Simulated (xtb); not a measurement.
Job for xtb: GFN2-xTB on C4H9Br (SMILES CC(C)(C)Br).

```
$ xtb mol.xyz --gfn 2 --sp --chrg 0 --uhf 0
14

C      1.45690917     0.08830601    -0.02512560
C     -0.03381803     0.01814122    -0.31004521
C     -0.78231454     1.19919099     0.28431403
C     -0.63303266    -1.30974523     0.12128268
Br    -0.25313361     0.13563108    -2.31877564
H      1.61392777     0.02710003     1.05615226
H      1.88440301     1.02493488    -0.38047416
H      1.98931505    -0.73729763    -0.49545988
H     -0.68486296     1.16808041     1.37385704
H     -0.37406470     2.14519013    -0.06883908
H     -1.84180648     1.16297442     0.03438613
H     -0.53196256    -1.40789504     1.20651322
H     -0.11837988    -2.14745552    -0.34741752
H     -1.69117959    -1.36715576    -0.13036829
```

It printed:

```
[...]
           -------------------------------------------------
          |                Calculation Setup                |
           -------------------------------------------------



           -------------------------------------------------
          |                 G F N 2 - x T B                 |
           -------------------------------------------------

        Reference                      10.1021/acs.jctc.8b01176
      * Hamiltonian:
        H0-scaling (s, p, d)           1.850000    2.230000    2.230000
        zeta-weighting                 0.500000
      * Dispersion:
        s8                             2.700000
        a1                             0.520000
        a2                             5.000000
        s9                             5.000000
      * Repulsion:
        kExp                           1.500000    1.000000
        rExp                           1.000000
      * Coulomb:
        alpha                          2.000000
        third order                    shell-resolved
        anisotropic                    true
        a3                             3.000000
        a5                             4.000000
        cn-shift                       1.200000
        cn-exp                         4.000000
        max-rad                        5.000000


          ...................................................
          :                      SETUP                      :
          :.................................................:
          :  # basis functions                  35          :
          :  # atomic orbitals                  34          :
          :  # shells                           20          :
          :  # electrons                        32          :
          :  max. iterations                   250          :
          :  Hamiltonian                  GFN2-xTB          :
          :  restarted?                      false          :
          :  GBSA solvation                  false          :
          :  PC potential                    false          :
          :  electronic temp.          300.0000000     K    :
          :  accuracy                    1.0000000          :
          :  -> integral cutoff          0.2500000E+02      :
          :  -> integral neglect         0.1000000E-07      :
          :  -> SCF convergence          0.1000000E-05 Eh   :
          :  -> wf. convergence          0.1000000E-03 e    :
          :  Broyden damping             0.4000000          :
          :  net charge                          0          :
          :  unpaired electrons                  0          :
          ...................................................

 iter      E             dE          RMSdq      gap      omega  full diag
   1    -17.3878492 -0.173878E+02  0.398E+00    5.70       0.0  T
   2    -17.4324242 -0.445750E-01  0.349E+00    4.63       1.0  T
   3    -17.4438174 -0.113931E-01  0.149E+00    4.92       1.0  T
   4    -17.4448654 -0.104809E-02  0.558E-01    4.75       1.0  T
   5    -17.4452320 -0.366589E-03  0.358E-01    4.77       1.0  T
   6    -17.4454565 -0.224437E-03  0.219E-01    4.72       1.0  T
   7    -17.4455875 -0.131042E-03  0.578E-02    4.71       1.0  T
   8    -17.4455889 -0.138264E-05  0.254E-02    4.71       1.1  T
   9    -17.4455897 -0.830519E-06  0.307E-03    4.71       8.7  T
  10    -17.4455897 -0.126571E-07  0.306E-04    4.71      87.4  T
  11    -17.4455897 -0.333724E-09  0.127E-04    4.71     211.3  T

   *** convergence criteria satisfied after 11 iterations ***

         #    Occupation            Energy/Eh            Energy/eV
      -------------------------------------------------------------
         1        2.0000           -0.8223011             -22.3760
       ...           ...                  ...                  ...
        10        2.0000           -0.4872540             -13.2589
        11        2.0000           -0.4730271             -12.8717
        12        2.0000           -0.4621918             -12.5769
        13        2.0000           -0.4621895             -12.5768
        14        2.0000           -0.4453784             -12.1194
        15        2.0000           -0.3948213             -10.7436
        16        2.0000           -0.3948211             -10.7436 (HOMO)
        17                         -0.2219075              -6.0384 (LUMO)
        18                          0.0429082               1.1676
        19                          0.0429119               1.1677
        20                          0.0583197               1.5870
        21                          0.0583206               1.5870
       ...                                ...                  ...
        34                          0.3299260               8.9777
      -------------------------------------------------------------
                  HL-Gap            0.1729135 Eh            4.7052 eV
             Fermi-level           -0.3083643 Eh           -8.3910 eV

 SCC (total)                   0 d,  0 h,  0 min,  0.013 sec
 SCC setup                      ...        0 min,  0.000 sec (  1.759%)
 Dispersion                     ...        0 min,  0.000 sec (  1.101%)
 classical contributions        ...        0 min,  0.000 sec (  0.401%)
 integral evaluation            ...        0 min,  0.002 sec ( 14.307%)
 iterations                     ...        0 min,  0.007 sec ( 53.132%)
 molecular gradient             ...        0 min,  0.003 sec ( 26.676%)
 printout                       ...        0 min,  0.000 sec (  2.405%)

         :::::::::::::::::::::::::::::::::::::::::::::::::::::
         ::                     SUMMARY                     ::
         :::::::::::::::::::::::::::::::::::::::::::::::::::::
         :: total energy             -17.248354955410 Eh    ::
         :: gradient norm              0.010022556728 Eh/a0 ::
         :: HOMO-LUMO gap              4.705217188135 eV    ::
         ::.................................................::
         :: SCC energy               -17.445574587538 Eh    ::
         :: -> isotropic ES            0.009786489119 Eh    ::
         :: -> anisotropic ES          0.002946641844 Eh    ::
         :: -> anisotropic XC          0.006768156098 Eh    ::
         :: -> dispersion             -0.008804380089 Eh    ::
         :: repulsion energy           0.197219632129 Eh    ::
         :: add. restraining           0.000000000000 Eh    ::
         :: total charge              -0.000000000000 e     ::
         :::::::::::::::::::::::::::::::::::::::::::::::::::::

           -------------------------------------------------
          |                Property Printout                |
           -------------------------------------------------

    * Orbital Energies and Occupations

         #    Occupation            Energy/Eh            Energy/eV
      -------------------------------------------------------------
         1        2.0000           -0.8223011             -22.3760
       ...           ...                  ...                  ...
         4        2.0000           -0.6147372             -16.7278
         5        2.0000           -0.5646362             -15.3645
         6        2.0000           -0.5311020             -14.4520
         7        2.0000           -0.5219500             -14.2030
         8        2.0000           -0.5219488             -14.2029
         9        2.0000           -0.4872563             -13.2589
        10        2.0000           -0.4872540             -13.2589
        11        2.0000           -0.4730271             -12.8717
        12        2.0000           -0.4621918             -12.5769
        13        2.0000           -0.4621895             -12.5768
        14        2.0000           -0.4453784             -12.1194
        15        2.0000           -0.3948213             -10.7436
        16        2.0000           -0.3948211             -10.7436 (HOMO)
        17                         -0.2219075              -6.0384 (LUMO)
        18                          0.0429082               1.1676
        19                          0.0429119               1.1677
        20                          0.0583197               1.5870
        21                          0.0583206               1.5870
        22                          0.0590159               1.6059
        23                          0.1016780               2.7668
        24                          0.1016800               2.7669
        25                          0.1209266               3.2906
        26                          0.1847197               5.0265
        27                          0.1847254               5.0266
       ...                                ...                  ...
        34                          0.3299260               8.9777
      -------------------------------------------------------------
                  HL-Gap            0.1729135 Eh            4.7052 eV
             Fermi-level           -0.3083643 Eh           -8.3910 eV

     #   Z          covCN         q      C6AA      α(0)
     1   6 C        3.824    -0.104    22.465     6.745
     2   6 C        3.831     0.105    18.829     6.174
     3   6 C        3.824    -0.104    22.465     6.745
     4   6 C        3.824    -0.104    22.465     6.745
     5  35 Br       1.113    -0.230   191.487    22.312
     6   1 H        0.924     0.042     2.424     2.435
     7   1 H        0.925     0.052     2.296     2.370
     8   1 H        0.925     0.052     2.296     2.370
     9   1 H        0.924     0.042     2.424     2.435
    10   1 H        0.925     0.052     2.296     2.370
    11   1 H        0.925     0.052     2.296     2.370
    12   1 H        0.924     0.042     2.424     2.435
    13   1 H        0.925     0.052     2.297     2.370
    14   1 H        0.925     0.052     2.296     2.370

 Mol. C6AA /au·bohr⁶  :       2123.437537
 Mol. C8AA /au·bohr⁸  :      66175.482485
 Mol. α(0) /au        :         70.242611


Wiberg/Mayer (AO) data.
largest (>0.10) Wiberg bond orders for each atom

 ---------------------------------------------------------------------------
     #   Z sym  total        # sym  WBO       # sym  WBO       # sym  WBO
 ---------------------------------------------------------------------------
     1   6 C    3.994 --     2 C    1.013     7 H    0.984     8 H    0.984
                             6 H    0.976
     2   6 C    3.944 --     1 C    1.013     4 C    1.013     3 C    1.013
                             5 Br   0.896
     3   6 C    3.994 --     2 C    1.013    11 H    0.984    10 H    0.984
                             9 H    0.976
     4   6 C    3.994 --     2 C    1.013    13 H    0.984    14 H    0.984
                            12 H    0.976
     5  35 Br   0.982 --     2 C    0.896
     6   1 H    0.998 --     1 C    0.976
     7   1 H    0.997 --     1 C    0.984
     8   1 H    0.997 --     1 C    0.984
     9   1 H    0.998 --     3 C    0.976
    10   1 H    0.997 --     3 C    0.984
    11   1 H    0.997 --     3 C    0.984
    12   1 H    0.998 --     4 C    0.976
    13   1 H    0.997 --     4 C    0.984
    14   1 H    0.997 --     4 C    0.984
 ---------------------------------------------------------------------------

Topologies differ in total number of bonds
Writing topology from bond orders to xtbtopo.mol

molecular dipole:
                 x           y           z       tot (Debye)
 q only:        0.112      -0.060       1.025
   full:        0.177      -0.095       1.623       4.156
molecular quadrupole (traceless):
                xx          xy          yy          xz          yz          zz
 q only:        2.737       0.053       2.808      -0.915       0.490      -5.544
  q+dip:        5.325       0.104       5.463      -1.780       0.954     -10.788
   full:        4.810       0.094       4.935      -1.608       0.862      -9.745
Note: The following floating-point exceptions are signalling: IEEE_UNDERFLOW_FLAG IEEE_DENORMAL
normal termination of xtb


           -------------------------------------------------
          | TOTAL ENERGY              -17.248354955410 Eh   |
          | GRADIENT NORM               0.010022556728 Eh/α |
          | HOMO-LUMO GAP               4.705217188135 eV   |
           -------------------------------------------------

------------------------------------------------------------------------
------------------------------------------------------------------------
 total:
 SCF:
```

The run finished.

Cost: very roughly 0.08 core-seconds.
